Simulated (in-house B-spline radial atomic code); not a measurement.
A calculation on Sm⁶⁺ (with a hole in an inner shell): its settings, and results tabulated from the run. Level of theory: Dirac-Hartree-Fock, average of the jj configuration, Fermi nucleus of rms radius 5.0819 fm; calculated with a radial B-spline atomic code at the basis-set limit.

In the input, a minus or plus after the letter marks the j = l - 1/2 or j = l + 1/2 subshell.

Command:
```bash
python run_scf.py task.json out
```
Settings (nuclear radius in fm, mass in u):
```
Z                62
configuration    1s2 2s2 2p6 3s2 3p6 3d10 4s2 4p6 4d10 4f4 5s2 5p-1 5p+3
hamiltonian      dirac
method           hf
spin_polarised   False
nucleus          fermi
rms_radius       5.0819
atomic_mass      151.91974
speed_of_light   137.035999084
```

Output (hartree, bohr):
```
 radial grid: 67 intervals, B-splines of order 8, outer radius 21.6418 bohr

 iter        energy (Eh)    residual
    1      -10390.582815    1.07e+00
    2      -10410.241739    8.12e-01
    3      -10419.922018    1.85e-01
    4      -10420.632104    6.87e-02
    5      -10420.672689    2.56e-02
    6      -10420.684552    3.48e-03
    7      -10420.684707    6.65e-04
    8      -10420.684712    1.36e-04
    9      -10420.684712    5.69e-06
   10      -10420.684712    1.75e-07

 total energy                    -10420.68471
 kinetic                           11297.7928
 electron-nucleus                 -25361.1051
 electron-electron                  3642.6275

 first-order corrections (not in the total)
   Gaunt                            10.3911
   retardation                      -1.0899
   frequency dependence             -0.1338
   self-energy                       7.2308
   Uehling                          -1.1323
   Wichmann-Kroll                    0.0339
   recoil                            0.0245

 orbital      occ     eigenvalue          <r>       <r^2>       <1/r>     <1/r^3>     <1/r^2>       r_max    small
 1s1/2      2.000     -1734.4227    0.0227386 0.000704665     68.8101           -     10695.6     0.01449  5.31e-02
 2s1/2      2.000      -290.3565    0.0964024   0.0110325      16.372           -      1335.5     0.08223  1.17e-02
 2p1/2      2.000      -274.6789    0.0808267  0.00806883     16.3096           -     423.548     0.06245  1.17e-02
 2p3/2      4.000      -252.4662     0.087409  0.00930499     14.5498     8865.29     288.512     0.06804  1.09e-02
 3s1/2      2.000       -68.0065     0.253584   0.0736159     5.96911           -     286.083      0.2333  3.69e-03
 3p1/2      2.000       -61.2424     0.243677   0.0690398     5.87073           -     91.3145      0.2208  3.62e-03
 3p3/2      4.000       -56.6533     0.256125   0.0760791     5.43171     1866.34     63.1575      0.2325  3.40e-03
 3d3/2      4.000       -45.0849     0.228191   0.0612965      5.2903     309.316     35.0431      0.1858  3.26e-03
 3d5/2      6.000       -44.1022     0.232099   0.0632776     5.17982     277.546     33.2859      0.1891  3.20e-03
 4s1/2      2.000       -16.9005     0.576622    0.374699     2.47287           -     66.8355      0.5385  1.14e-03
 4p1/2      2.000       -14.2129     0.591657    0.397626     2.36324           -     20.8197      0.5452  1.07e-03
 4p3/2      4.000       -13.1929     0.617841    0.433415     2.22625     405.132     14.6448      0.5692  1.00e-03
 4d3/2      4.000        -8.7124     0.656474    0.497903     2.01182     57.0865     7.32788      0.5809  8.46e-04
 4d5/2      6.000        -8.5275     0.666417    0.512969     1.97507     50.6049     6.95566      0.5892  8.25e-04
 4f5/2      1.714        -3.5586     0.798675    0.777355     1.55582      7.8627     3.06932      0.5926  5.37e-04
 4f7/2      2.286        -3.5393     0.805576    0.790875     1.54242     7.63638     3.01495      0.5972  5.30e-04
 5s1/2      2.000        -4.6400      1.32215       1.948     1.00256           -     12.8007       1.221  2.72e-04
 5p1/2      1.000        -3.8390      1.42453      2.2683    0.923801           -     3.87373       1.306  2.39e-04
 5p3/2      3.000        -3.6302      1.48488     2.46271    0.878104     69.4661     2.76385       1.362  2.23e-04
```

Run time, properties included: 2.1 s on 1 thread of Arm Neoverse N1, with other jobs on the host.

For the Dirac Hamiltonian the kinetic term is c α·p + (β - 1)c².
